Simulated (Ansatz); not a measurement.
Ti2S, relaxed as a singlet with RKS PBE-D4/def2-TZVP in Ansatz, starting from the GFN2-xTB geometry. Force threshold 0.02 eV/Å.

The restricted singlet is unstable: a solution with broken spin symmetry lies lower. At PBE-D4/def2-TZVP a triplet of charge 0 lies 0.16 eV below the restricted singlet, each at its own geometry. The structure comes from a short search, and lower isomers may exist.

Start:

```csv
atom,x (Å),y (Å),z (Å)
Ti1,0.8383,-0.6981,0.9030
Ti2,0.1029,-0.2022,-1.8128
S3,-0.9412,0.9003,0.9098
```

```csv
step,energy (eV),largest force component (eV/Å),SCF passes
1,-57045.6703,3.185,80
2,-57047.2482,2.225,41
3,-57048.1589,1.588,33
4,-57048.5772,1.204,30
5,-57048.6292,0.476,31
6,-57048.6414,0.120,26
7,-57048.6418,0.005,26
```

Force components are those of the run's own axes.

End:

```csv
atom,x (Å),y (Å),z (Å)
Ti1,0.8201,-0.6987,0.6247
Ti2,0.0503,-0.1202,-1.2385
S3,-0.8704,0.8188,0.6138
```

By distances, no bond broke or formed. The bond that changes most is Ti2–S3, from 3.12 to 2.27 Å (atoms count from 1). A close non-bonded pair moves further: Ti1–Ti2, from 2.86 to 2.10 Å.

No frequencies were taken in this run, so the end may be a saddle point.

Run time 7.5 s (4 threads of Arm Neoverse V2 on a shared host).
